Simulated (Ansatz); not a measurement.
Consider the redistribution: `C[SiH](F)N[SiH2]O` + `N[SiH2][SeH]` → `C[SiH](F)[SeH]` + `N[SiH2]N[SiH2]O`.

Calculated with Ansatz (gas phase, PBE0-D4/def2-TZVP geometries, no zero-point term in ΔE). CBS: MP2 limit from def2 TZ/QZ plus the TZ coupled-cluster correction, frozen cores. DFT in def2-TZVPP. B3LYP here is the variant with VWN-RPA as its local correlation; programs differ in this. For Se outer-core shells are correlated without core-valence functions, which leaves a few kJ/mol of doubt a bond. Scalar relativity is left out up to krypton. Each species was taken in one conformer, which may not be the lowest.

(1) Is it downhill or uphill in electronic energy at CCSD(T)/CBS, and by how much? (Best estimate.)

(2) What do these levels give: PBE0-D4, ωB97M-V, PBE, B3LYP, HF/def2-TZVPP, MP2/def2-TZVPP, CCSD(T)/def2-TZVPP, HF/def2-QZVPP, MP2/def2-QZVPP, HF/CBS(def2), MP2/CBS(def2), CCSD/CBS(def2)? (Estimate.)

Largest T1 diagnostic among the species: 0.011.

Answers

(1) Computed: Uphill: ΔE = +2.6 kcal/mol.

(2) Computed: PBE0-D4 3.1, ωB97M-V 2.9, PBE 2.5, B3LYP 2.4, HF/def2-TZVPP 2.6, MP2/def2-TZVPP 2.6, CCSD(T)/def2-TZVPP 2.7, HF/def2-QZVPP 2.5, MP2/def2-QZVPP 2.5, HF/CBS(def2) 2.5, MP2/CBS(def2) 2.4, CCSD/CBS(def2) 2.5 kcal/mol.

The D4 term adds +0.8 kcal/mol with B3LYP and +0.4 kcal/mol with PBE0; it sums over pairs of atoms, weighted by their polarisabilities, and B3LYP, whose exchange is more repulsive, gets the larger term.
